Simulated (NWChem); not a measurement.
Molecule: BHOBr2; SMILES OB(Br)Br

```xyz
5

B      0.6483     0.0143     0.0000
Br    -0.3096    -1.6571     0.0000
Br    -0.3049     1.6679     0.0000
O      1.9839     0.0471     0.0000
H      2.3929    -0.8269     0.0000
```
Atoms are numbered in this order, from 1.

Computed with NWChem. Pople sets run with spherical d functions. Coordinates come from a PBE0/def2-SVP optimisation. Level PBE/6-31G*: energy and gradient; each run changes one setting, and changes count from the defaults (medium grid, exact Coulomb integrals, symmetry on).

**Question.** Which setting moves the energy most, and by about how much (Becke weights; Coulomb fitting, Weigend set; extra-fine grid; symmetry off; defaults)?

**Answer.** Coulomb fitting, Weigend set, by about 400 μHa.
```json
[
 {"setting": "defaults", "size of the energy change (μHa)": "< 10", "largest change of a gradient component (μHa/bohr)": "< 30", "time, defaults = 1 (rough)": "about 1"},
 {"setting": "Coulomb fitting, Weigend set", "size of the energy change (μHa)": "400", "largest change of a gradient component (μHa/bohr)": "40", "time, defaults = 1 (rough)": "0.2"},
 {"setting": "Becke weights", "size of the energy change (μHa)": "< 10", "largest change of a gradient component (μHa/bohr)": "60", "time, defaults = 1 (rough)": "about 1"},
 {"setting": "symmetry off", "size of the energy change (μHa)": "< 10", "largest change of a gradient component (μHa/bohr)": "other frame", "time, defaults = 1 (rough)": "about 1"},
 {"setting": "extra-fine grid", "size of the energy change (μHa)": "< 10", "largest change of a gradient component (μHa/bohr)": "< 30", "time, defaults = 1 (rough)": "about 1"}
]
```
